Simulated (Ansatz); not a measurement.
Born–Oppenheimer molecular dynamics of CH8N2OZr (13 atoms, charge 0, multiplicity 1). It starts at the highest image of a converged band, a first-order saddle point between two minima.

Level of theory: Ansatz, UKS PBE/def2-SVP.

```json
{
  "ensemble": "NVE (velocity Verlet)",
  "time step": "0.5 fs",
  "steps asked": "200",
  "starting velocities drawn for": "300 K",
  "seed": "7384"
}
```

First frame:

```xyz
13
Properties=species:S:1:pos:R:3
Zr -0.288 0.526 0.074
C 1.280 -1.096 -0.837
O 0.631 1.478 -1.237
H 1.122 0.301 -1.249
N 0.166 0.995 2.031
N -2.238 0.015 -0.365
H 2.070 -1.086 -1.619
H 1.792 -1.402 0.101
H 0.571 -1.897 -1.137
H -0.341 0.696 2.874
H 0.893 1.653 2.339
H -2.717 0.181 -1.259
H -2.941 -0.363 0.284
```

(1) How far do the bonds stretch over the last three quarters of this one trajectory? (Pairs bonded in most of those frames.)

## Answers

(1) 
```
  bond  mean (Å)  spread (Å)  shortest  longest
Zr1–O3     1.783       0.015      1.76     1.81
Zr1–N5     2.075       0.007      2.06     2.08
Zr1–N6     2.068       0.021      2.04     2.10
 C2–H4     1.114       0.046      1.04     1.19
 C2–H7     1.112       0.044      1.04     1.18
 C2–H8     1.119       0.029      1.07     1.16
 C2–H9     1.108       0.034      1.05     1.17
N5–H10     1.030       0.012      1.01     1.05
N5–H11     1.029       0.005      1.02     1.04
N6–H12     1.028       0.007      1.01     1.04
N6–H13     1.030       0.007      1.02     1.04
```

Mean temperature of the second half: 535 K. The conserved energy stayed within 0.17 meV per atom of its start (net change -0.011 meV per atom), so the integration is sound. The kinetic energy rose, since the run started high on the potential surface and went downhill. It ends in pieces (CH4 + H4N2OZr), so much of that is their flight and rotation, not heat. A run of 0.1 ps of so small a system gives no equilibrium averages. The orbitals were unrestricted but ended closed-shell.

Time of the run: 15 min on 4 threads of Arm Neoverse N1, with other jobs on the host, peak memory 0.24 GiB.
